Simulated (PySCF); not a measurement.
Computed spin Hamiltonian

Species: C₇H₉ (doublet state).
Structure used (GFN2-xTB), in Å, numbered top down from 1:
```
atom  x, y, z in Å
C1     2.3756    0.0952   -0.4370
C2     0.9112   -0.1483   -0.3448
C3     0.0245   -0.3954   -1.2840
C4    -1.3616   -0.4981   -0.8476
C5    -1.8905    0.7409   -0.1797
C6    -1.2649   -0.3242    0.6668
C7     0.2076   -0.1567    1.0172
H8     2.6223    1.0814   -0.0420
H9     2.9223   -0.6440    0.1494
H10    2.7073    0.0393   -1.4704
H11   -2.0384   -1.1915   -1.3219
H12   -2.9624    0.8640   -0.1244
H13   -1.3456    1.6633   -0.3190
H14   -1.8866   -0.8928    1.3430
H15    0.5706   -0.9932    1.6191
H16    0.4008    0.7690    1.5638
```

The hyperfine couplings belong to this conformer and change with its torsions.

Identity: `CC1=[C][C@@H]2C[C@@H]2C1` [radical].

Computed with PySCF 2.14.0, UKS B3LYP, pcH-1 on C H, non-relativistic, mean-field spin-orbit, GIAO. Geometry: GFN2-xTB; no solvent, vibrations or thermal averaging. Couplings are sensitive to structure, and on GFN2-xTB geometries they can be far from those on DFT ones. The SCF solution wasn't tested for stability.

```
g1, g2, g3      : 2.00189, 2.00214, 2.00257
g_iso           : 2.00220
Form of g       : rhombic: the two nearest values differ by 37 % of g3 − g1
⟨S²⟩            : 0.7589 (exact 0.7500)
Total energy    : -272.05096 Eh
Basis functions : 265
```

Isotropic coupling and dipolar principal values T1 to T3, in MHz; ρ(0) is the spin density at the nucleus:

```csv
atom,isotope,a_iso,T1,T2,T3,Mulliken spin population,ρ(0) (bohr⁻³)
C1,13C,19.3,-2.0,-1.9,3.8,0.02,0.0172
C2,13C,37.7,-20.5,0.5,20.0,-0.13,0.0335
C3,13C,391.6,-76.2,-56.1,132.3,0.98,0.3483
C4,13C,59.4,-7.4,-5.4,12.7,-0.02,0.0528
C5,13C,0.5,-1.4,-1.2,2.6,0.00,0.0004
C6,13C,36.8,-7.5,-6.7,14.2,0.08,0.0327
C7,13C,59.5,-6.5,-5.3,11.8,0.07,0.0529
H8,1H,-9.8,-2.0,-1.8,3.9,0.00,-0.0022
H9,1H,-6.7,-1.8,-1.8,3.6,0.00,-0.0015
H10,1H,-2.2,-4.2,-2.9,7.1,0.00,-0.0005
H11,1H,10.9,-6.3,-5.2,11.4,0.00,0.0024
H12,1H,-0.3,-1.9,-1.3,3.2,0.00,-0.0001
H13,1H,4.9,-3.5,-2.4,5.9,0.00,0.0011
H14,1H,1.2,-4.7,-1.3,6.0,0.00,0.0003
H15,1H,-4.5,-3.8,-1.3,5.1,0.00,-0.0010
H16,1H,-7.0,-3.9,-1.4,5.3,0.00,-0.0016
```

The Mulliken spin populations are largest on C3 (+0.98), C2 (-0.13), C6 (+0.08) and C7 (+0.07). No atom but C3 exceeds +0.15. The positive populations add up to 1.16 and the negative ones to -0.16, together 2S = 1.

Axes: g1 points within 8° of the C1–C2 bond.

Under fast tumbling the dipolar parts average out, and these isotropic splittings remain: 1 × 1H (H11, I = 1/2, 2 lines) with 0.39 mT, 1 × 1H (H16, I = 1/2, 2 lines) with 0.25 mT, 3 × 1H (H8/H9/H10, I = 1/2, 4 lines) with 0.22 mT, 1 × 1H (H13, I = 1/2, 2 lines) with 0.18 mT, 1 × 1H (H15, I = 1/2, 2 lines) with 0.16 mT and 1 × 1H (H14, I = 1/2, 2 lines) with 0.04 mT.

Nuclei that the bonding pattern makes equivalent are averaged, as if the motion that swaps them (rotation, inversion, ring flip) were fast. The three 1H nuclei of mean -6.2 MHz run from -9.8 to -2.2 MHz in the frozen geometry.

The 13C coupling of C3 (391.6 MHz) shows only in satellite lines or after enrichment, since that isotope makes up about 1.07 % of natural carbon.

The spin density at the nucleus, in bohr⁻³, is negative for H16 (-0.0016), for instance. A restricted open-shell determinant has no negative spin density anywhere; here it arises because α and β orbitals differ (spin polarisation).
